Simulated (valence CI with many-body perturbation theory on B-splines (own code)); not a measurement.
## E1 transitions of Sb45+

Computed by relativistic CI+MBPT: four valence electrons over a frozen Dirac-Fock core [He], a basis of 11 s, 11 p, 9 d, 7 f, 5 g, 2 h, 1 i functions for each j, with the one-electron correlation potential Σ1 (screened to all orders), the two-electron term Σ2, the three-electron term Σ3, Breit, model QED; selected single and double excitations, second order for the rest (own B-spline code, finite nucleus).

No measured spectrum was set against this ion. As an estimate, large intervals hold to a few tenths of a per cent, small ones and those within an open d or f shell to about a per cent. Among the levels kept, up to 280 cm⁻¹ of a level comes from second order outside the variational space, and about a tenth of that is noise between levels of different J, which matters for small intervals.

Lines 1 to 50 of 257 in falling wavelength, among levels below 5102.2 eV, chosen from the strongest by gf and those to the six lowest levels. Wavelengths and rates use the calculated energies. Electric multipoles are in the length gauge, E1 and E2 with the static RPA response of the core. Weak lines are less certain than strong ones. Lines between different terms over intervals too small for the method are left out, as are lines whose strength nearly cancels. The highest levels of a list are the least certain.

Levels are named by their leading jj configuration (3d3/2^4 stands for four electrons in 3d with j = 3/2), which in mixed levels can hold well under half, so a name can repeat and another be missing. Letters in brackets count levels of one name in rising energy.

```tsv
λ vac (nm)	Upper	Lower	A (s⁻¹)	S (a.u.)
17.61	(2s 2p1/2 2p3/2 3d5/2) J=4 [a]	(2s 2p1/2 2p3/2 3p3/2) J=3 [a]	6.27e+09	1.52e-01
17.47	(2s 2p1/2 2p3/2 3d5/2) J=5	(2s 2p1/2 2p3/2 3p3/2) J=4	7.07e+09	2.05e-01
17.17	(2s 2p1/2^2 3d5/2) J=3	(2s 2p1/2^2 3p3/2) J=2	7.27e+09	1.27e-01
16.04	(2s 2p1/2 2p3/2 3d5/2) J=4 [b]	(2s 2p1/2 2p3/2 3p3/2) J=3 [b]	7.44e+09	1.36e-01
15.96	(2s^2 2p1/2 3d5/2) J=3	(2s^2 2p1/2 3p3/2) J=2	8.59e+09	1.21e-01
15.32	(2s 2p1/2 2p3/2 3d5/2) J=2 [a]	(2s 2p1/2 2p3/2 3p3/2) J=1 [a]	6.02e+09	5.35e-02
15.11	(2s 2p1/2^2 3d5/2) J=2	(2s 2p1/2^2 3p3/2) J=1	8.82e+09	7.50e-02
15.09	(2s 2p1/2 2p3/2 3d5/2) J=3 [b]	(2s 2p1/2 2p3/2 3p3/2) J=2 [b]	5.92e+09	7.03e-02
15.07	(2s^2 2p3/2 3d5/2) J=4	(2s^2 2p3/2 3p3/2) J=3	7.08e+09	1.08e-01
15.07	(2s 2p1/2 2p3/2 3d5/2) J=3 [a]	(2s 2p1/2 2p3/2 3p3/2) J=2 [a]	5.94e+09	7.02e-02
14.78	(2s^2 2p3/2 3d5/2) J=3	(2s^2 2p3/2 3p3/2) J=2	5.07e+09	5.66e-02
14.74	(2s^2 2p1/2 3d5/2) J=2	(2s^2 2p1/2 3p3/2) J=1	7.68e+09	6.07e-02
10.15	(2s 2p1/2 2p3/2 3d3/2) J=2 [b]	(2s 2p1/2 2p3/2 3p1/2) J=2 [b]	1.77e+10	4.56e-02
9.962	(2s^2 2p3/2 3p3/2) J=3	(2s^2 2p3/2 3s) J=2	1.89e+10	6.44e-02
9.959	(2s 2p1/2 2p3/2 3d3/2) J=4	(2s^2 2p3/2 3d3/2) J=3	1.71e+10	7.49e-02
9.944	(2s 2p1/2^2 3p3/2) J=1	(2s 2p1/2^2 3s) J=0	3.14e+10	4.57e-02
9.841	(2s 2p1/2 2p3/2 3d3/2) J=2 [a]	(2s 2p1/2 2p3/2 3p1/2) J=2 [a]	1.47e+10	3.45e-02
9.830	(2s 2p1/2 2p3/2 3p3/2) J=2 [c]	(2s 2p1/2 2p3/2 3s) J=1 [c]	1.90e+10	4.44e-02
9.828	(2s 2p1/2 2p3/2 3p3/2) J=4	(2s 2p1/2 2p3/2 3s) J=3	4.61e+10	1.95e-01
9.699	(2s^2 2p3/2 3p3/2) J=1	(2s^2 2p3/2 3s) J=1	2.69e+10	3.63e-02
9.649	(2s 2p1/2 2p3/2 3p3/2) J=3 [b]	(2s 2p1/2 2p3/2 3s) J=2 [b]	2.54e+10	7.87e-02
9.601	(2s 2p1/2^2 3d3/2) J=2	(2s 2p1/2^2 3p1/2) J=1	2.11e+10	4.61e-02
9.580	(2s 2p1/2 2p3/2 3p3/2) J=3 [c]	(2s 2p1/2 2p3/2 3s) J=2 [c]	4.84e+10	1.47e-01
9.461	(2s 2p1/2 2p3/2^2) J=2 [a]	(2s^2 2p3/2^2) J=2	6.77e+08	1.42e-03
9.393	(2s 2p1/2 2p3/2 3d3/2) J=3 [a]	(2s 2p1/2 2p3/2 3p1/2) J=2 [a]	2.89e+10	8.26e-02
9.377	(2s 2p1/2 2p3/2 3d3/2) J=3 [c]	(2s 2p1/2 2p3/2 3p1/2) J=2 [c]	3.58e+10	1.02e-01
9.285	(2s 2p1/2 2p3/2 3p3/2) J=2 [a]	(2s 2p1/2 2p3/2 3s) J=1 [a]	1.85e+10	3.66e-02
9.276	(2s 2p1/2 2p3/2 3p3/2) J=2 [b]	(2s^2 2p3/2 3p3/2) J=2	2.22e+10	4.37e-02
9.251	(2s 2p1/2 2p3/2 3d3/2) J=2 [a]	(2s 2p1/2 2p3/2 3p1/2) J=1 [a]	1.88e+10	3.67e-02
9.246	(2s^2 2p1/2 3d3/2) J=2	(2s^2 2p1/2 3p1/2) J=1	3.60e+10	7.02e-02
9.220	(2s 2p1/2 2p3/2 3p3/2) J=3 [a]	(2s 2p1/2 2p3/2 3s) J=2 [a]	4.74e+10	1.28e-01
9.204	(2s 2p1/2^2 3p3/2) J=2	(2s 2p1/2^2 3s) J=1	5.87e+10	1.13e-01
9.190	(2s 2p1/2 2p3/2 3d3/2) J=1 [a]	(2s 2p1/2 2p3/2 3p1/2) J=1 [a]	3.09e+10	3.55e-02
9.168	(2s^2 2p3/2 3d3/2) J=3	(2s 2p1/2^2 3d3/2) J=2	1.40e+10	3.72e-02
9.096	(2s 2p1/2 2p3/2 3d3/2) J=4	(2s 2p1/2 2p3/2 3p1/2) J=3	1.31e+10	4.38e-02
9.008	(2s^2 2p3/2 3d3/2) J=3	(2s^2 2p3/2 3p1/2) J=2	2.20e+10	5.57e-02
8.936	(2s 2p1/2 2p3/2 3p3/2) J=2 [d]	(2s 2p1/2 2p3/2 3s) J=2 [c]	1.73e+10	3.05e-02
8.924	(2s 2p1/2 2p3/2 3d3/2) J=3 [b]	(2s 2p1/2 2p3/2 3p1/2) J=3	1.27e+10	3.12e-02
8.896	(2s 2p1/2 2p3/2 3d3/2) J=2 [c]	(2s 2p1/2 2p3/2 3p1/2) J=1 [b]	2.02e+10	3.52e-02
8.848	(2s 2p1/2 2p3/2 3p3/2) J=2 [d]	(2s 2p1/2 2p3/2 3s) J=1 [c]	3.06e+10	5.24e-02
8.827	(2s^2 2p1/2 3p3/2) J=2	(2s^2 2p1/2 3s) J=1	6.34e+10	1.08e-01
8.641	(2s 2p1/2 2p3/2 3p3/2) J=3 [b]	(2s 2p1/2 2p3/2 3s) J=3	1.67e+10	3.72e-02
8.598	(2s 2p1/2 2p3/2 3p3/2) J=2 [d]	(2s 2p1/2 2p3/2 3s) J=1 [b]	2.07e+10	3.25e-02
8.580	(2s^2 2p3/2 3p3/2) J=2	(2s^2 2p3/2 3s) J=2	1.78e+10	2.77e-02
8.511	(2s 2p1/2 2p3/2 3s) J=3	(2s^2 2p3/2 3s) J=2	4.07e+10	8.67e-02
8.262	(2s 2p1/2 2p3/2 3p3/2) J=1 [d]	(2s 2p1/2 2p3/2 3s) J=1 [b]	4.38e+10	3.66e-02
8.243	(2s 2p1/2 2p3/2 3p3/2) J=2 [a]	(2s 2p1/2 2p3/2 3s) J=2 [a]	2.76e+10	3.82e-02
7.991	(2s 2p1/2 2p3/2 3s) J=2 [b]	(2s^2 2p3/2 3s) J=1	3.39e+10	4.26e-02
7.964	(2s 2p1/2^2 2p3/2) J=2	(2s^2 2p1/2 2p3/2) J=2	4.23e+09	5.27e-03
7.571	(2s 2p1/2 2p3/2^2) J=3	(2s^2 2p3/2^2) J=2	7.65e+09	1.15e-02
```
